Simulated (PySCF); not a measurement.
# Telling isomers of C$_{9}$H$_{7}$O$_{2}$P apart by NMR

[PySCF 2.14: PBE0/pcSseg-1 with gauge-including orbitals; GFN2-xTB geometry; equivalent nuclei averaged; gas phase; non-relativistic; a single conformation]

References, each an isolated molecule treated in the same way: $^{1}$H (31.72 ppm), $^{13}$C (186.93 ppm) against TMS. Splittings of carbon signals by F and P are missing where no couplings were computed. Where no couplings were computed, multiplicities follow the n + 1 count of equivalent neighbours, and m marks all less simple cases (inequivalent or close neighbours, rings, F or P nearby). Shifts are as computed. Against solution values, carbons near 30 ppm lie about +3 ppm off and those near 130 ppm about +5 ppm. Of 1211 compounds with measured shifts, 218 miss one by over three times the rms of a fit or turn the order of signals round; such compounds aren't used in these exercises.

(1) Tabulate the signals of `C#Cc1ccpc(C(=O)OC)c1`, `CC(=O)c1oc2ccccc2p1` and their relative energies.

(2) What is the quickest way to tell C#Cc1ccpc(C(=O)OC)c1 from CC(=O)c1oc2ccccc2p1?

Answers

(1) 
| SMILES | carbon types | δC | δH | E rel. (kcal/mol) |
| --- | --- | --- | --- | --- |
| C#Cc1ccpc(C(=O)OC)c1 | 4×C 4×CH 1×CH3 | 173.0, 166.8, 166.0, 146.7, 145.9, 127.5, 91.8, 89.8, 53.5 | 9.26 (m, 1H), 9.16 (m, 1H), 8.39 (m, 1H), 4.15 (s, 3H), 3.11 (s, 1H) | 42.4 |
| CC(=O)c1oc2ccccc2p1 | 4×C 4×CH 1×CH3 | 204.7, 193.0, 165.6, 149.6, 136.7, 135.0, 128.1, 120.0, 27.9 | 8.56 (m, 1H), 8.01 (m, 1H), 7.95 (m, 1H), 7.67 (m, 1H), 2.63 (s, 3H) | 0.0 |

Energies are electronic energies at PBE0/pcSseg-1 on these geometries, without zero-point or thermal terms, each for the one conformer computed, which needn't be the lowest.

(2) Both give the same number of carbon signals, with the same numbers of each carbon type, so the positions decide. The first has an alkyne carbon (C) at 89.8 ppm, the second a substituted aromatic carbon next to the ring oxygen (C) at 204.7 ppm. Their most deshielded carbons lie at 173.0 and 204.7 ppm. In the proton spectra the most deshielded non-exchanging signals are 9.26 (m, 1H) and 8.56 (m, 1H).
